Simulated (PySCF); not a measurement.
A spin–spin coupling run with PySCF 2.14 (density fitting, non-relativistic, gas phase) on SMILES B1NCCN1, C2H7BN2:

```
{"job": {"kind": "j", "xc": "B3LYP", "basis": "pcJ-1"}, "charge": 0, "multiplicity": 1}
B     -0.942189     1.064300    -0.142343
N      0.463695     1.179665    -0.228492
C      1.115094    -0.101022    -0.036236
C     -0.048791    -1.102972     0.184368
N     -1.248379    -0.292879     0.105934
H     -1.738213     1.963088    -0.259660
H      1.019259     2.004655    -0.388054
H      1.797939    -0.092550     0.833101
H      1.724323    -0.391596    -0.911702
H      0.046577    -1.608964     1.162575
H     -0.034846    -1.898048    -0.583666
H     -2.152080    -0.725069     0.212115
```

Hardware: 1 thread of an x86-64 server CPU, shared host. The job also computes field gradients.

**Question.** How large is the calculation?

**Answer.** 38 electrons, 205 basis functions and 728 auxiliary functions.

**Question.** How long does it take?

**Answer.** 38 s of wall time, with 12 SCF cycles. Times on a shared host scatter by some tens of per cent.

**Question.** And these other runs on the same molecule and hardware: GIAO shielding at KT2/pcSseg-2; GIAO shielding at PBE0/pcSseg-1?

**Answer.** KT2/pcSseg-2: 278 functions, 69 s; PBE0/pcSseg-1: 120 functions, 13 s.
